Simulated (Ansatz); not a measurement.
```yaml
crystal:
  periodic: [false, false, false]
  atoms:
    - {symbol: F, position_ang: [-0.490779, -1.178881, 0.690927]}
    - {symbol: B, position_ang: [-0.217841, -0.721734, 0.197916]}
    - {symbol: C, position_ang: [0.300143, 0.101114, 0.396561]}
    - {symbol: Al, position_ang: [-0.481146, 0.161793, -0.695290]}
    - {symbol: H, position_ang: [0.614240, 0.480944, -0.173523]}
    - {symbol: H, position_ang: [0.576434, 0.264776, 1.056145]}
    - {symbol: H, position_ang: [-0.333067, 0.996740, -1.536844]}
basis:
  gaussian: {orbitals: cc-pVTZ, final_grid: {core_spheres: 8, valence_spheres: 7, degree: 23}}
hamiltonian: {xc: {name: B97}}
accuracy: high
output: {forces: true}
```

```sh
$ ansatz run in.yaml --threads 2 --pin off --events-out ev --progress --plain --max-ram 4352MiB
```

Shortened log:

```
Functional definition: B97
2659 factors; integrals over basis functions are off by at most 3.8e-9 eV
mean field evaluation 1: about -10962.3889 eV, gradient 1.5e2 eV
mean field evaluation 2: about -10837.5626 eV, gradient 2.4e2 eV
mean field evaluation 4: about -10997.9683 eV, gradient 1.7e1 eV
mean field evaluation 8: about -10998.9246 eV, gradient 1.7e0 eV
mean field evaluation 16: about -10998.9290 eV, gradient 3.2e-4 eV
mean field -10998.92897909 eV, -404.2031846398 hartree, gradient 6.0e-8 eV, S^2 0.000000; 0 other end points of the search recorded, 0 dependent functions left out
reference -10998.92898147 eV, -404.2031847272 hartree; 18, 18 occupied and 148, 148 virtual orbitals, 2659 factors
Total energy: -10998.92898147 eV, -404.2031847272 hartree
Atom 0 at    -0.490779    -1.178881     0.690927 Å, force   -93.945639  -163.478981   165.818076 eV/Å
Atom 1 at    -0.217841    -0.721734     0.197916 Å, force    64.291887    79.734833  -143.784192 eV/Å
Atom 2 at     0.300143     0.101114     0.396561 Å, force    24.748554    31.108833    17.875635 eV/Å
Atom 3 at    -0.481146     0.161793    -0.695290 Å, force   -29.236894    17.581286   -45.020740 eV/Å
Atom 4 at     0.614240     0.480944    -0.173523 Å, force    18.417303    18.252095   -18.257053 eV/Å
Atom 5 at     0.576434     0.264776     1.056145 Å, force    14.160886     7.621413    32.262139 eV/Å
Atom 6 at    -0.333067     0.996740    -1.536844 Å, force     1.563904     9.180521    -8.893865 eV/Å
Dipole moment:     0.222814    -0.053295     0.599232 e Å
```

In this input the geometry is squeezed to about two thirds of its size. The run converged. The result belongs to that input, not to the molecule as meant.
